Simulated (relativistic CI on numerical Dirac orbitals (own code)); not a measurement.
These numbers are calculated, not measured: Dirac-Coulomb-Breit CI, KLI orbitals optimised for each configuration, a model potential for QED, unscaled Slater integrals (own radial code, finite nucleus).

Configurations in the expansion (outside the closed core [Ne]): 3s2.3p4, 3s.3p5, 3s2.3p3.3d, 3p6, 3s.3p4.3d, 3p5.3d, 3s.3p3.3d2, 3s2.3p2.3d.4p, 3p5.4s, 3s.3p3.3d.4s, 3p5.4p, 3s2.3p3.4s, 3s2.3p3.4p, 3p4.3d.4p, 3s2.3p3.4d, 3s.3p4.4s, 3s2.3p3.4f, 3s.3p4.4p, 3s.3p4.4d, 3s.3p4.4f, 3s2.3p3.5s, 3s2.3p3.5p, 3s2.3p2.4s.4p, 3s2.3p3.5d, 3s2.3p3.5f, 3s2.3p3.5g, 3s.3p3.4s2, 3s.3p4.5s, 3s2.3p2.3d2, 3s2.3p.3d3, 3s.3p2.3d3, 3s2.3p.3d2.4s, 3s2.3p.3d2.4p, 3s2.3p.3d2.4d, 3p4.3d2, 3p3.3d3, 3p3.3d2.4s, 3p3.3d2.4p, 3p3.3d2.4d, 3s2.3p2.3d.4s, 3s.3p2.3d2.4s, 3s2.3p.3d.4s2, 3s2.3p.3d.4s.4p, 3s2.3p.3d.4s.4d, 3p4.3d.4s, 3p3.3d.4s2, 3p3.3d.4s.4p, 3p3.3d.4s.4d, 3s2.3p2.4s2, 3s.3p2.3d.4s2, 3s2.3p.4s2.4p, 3s2.3p.4s2.4d, 3s2.3p2.4p2, 3s2.3p.3d.4p2, 3s.3p2.3d.4p2, 3s2.3p.4s.4p2, 3s2.3p.4p3, 3s2.3p.4p2.4d, 3s.3p3.4s.4p, 3s.3p2.3d.4s.4p, 3s.3p2.4s2.4p, 3s.3p2.4s.4p2, 3s.3p2.4s.4p.4d. Double excitations out of closed p, d and f shells are left out; levels of such configurations are missing from the list, as are those of other unlisted configurations, and high levels can miss mixing partners. These lack a partner that the ground configuration has and come out too high: 3s2.3p3.4f, 3s.3p4.4p, 3s.3p4.4d, 3s.3p4.4f, 3s2.3p3.5s.

At this charge energies of transitions that change n are usually good to better than 1 %, and those within a shell (Δn = 0) to a few per cent.

Outline of the computed level scheme of Cs XL. Lowest level of each configuration: 3s2.3p4 3P_2 at 0.000 eV; 3s2.3p3.3d 3F°_2 at 159.275 eV; 3s.3p5 3P°_2 at 205.867 eV; 3s2.3p2.3d2 3F_2 at 324.295 eV; 3s.3p4.3d 5D_3 at 340.266 eV.

Some strong electric-dipole decays among the lowest 45 levels: 3s2.3p3.3d 3S°_1 → 3s2.3p4 3P_2 (7.5e+11 s⁻¹); 3s2.3p3.3d 3P°_2 → 3s2.3p4 3P_2 (7.5e+11 s⁻¹); 3s2.3p3.3d 3D°_3 → 3s2.3p4 3P_2 (6.5e+11 s⁻¹); 3s2.3p3.3d 1P°_1 → 3s2.3p4 1S_0 (5.8e+11 s⁻¹); 3s.3p5 1P°_1 → 3s2.3p4 1D_2 (5.2e+11 s⁻¹); 3s2.3p3.3d 1D°_2 → 3s2.3p4 3P_1 (2.5e+11 s⁻¹); 3s2.3p3.3d 3D°_1 → 3s2.3p4 1S_0 (2.2e+11 s⁻¹); 3s.3p5 3P°_0 → 3s2.3p4 3P_1 (1.9e+11 s⁻¹).

LS names give the leading component of a level, which can be under half, so a name can repeat, a term be missing and a line seem to break the LS rules.
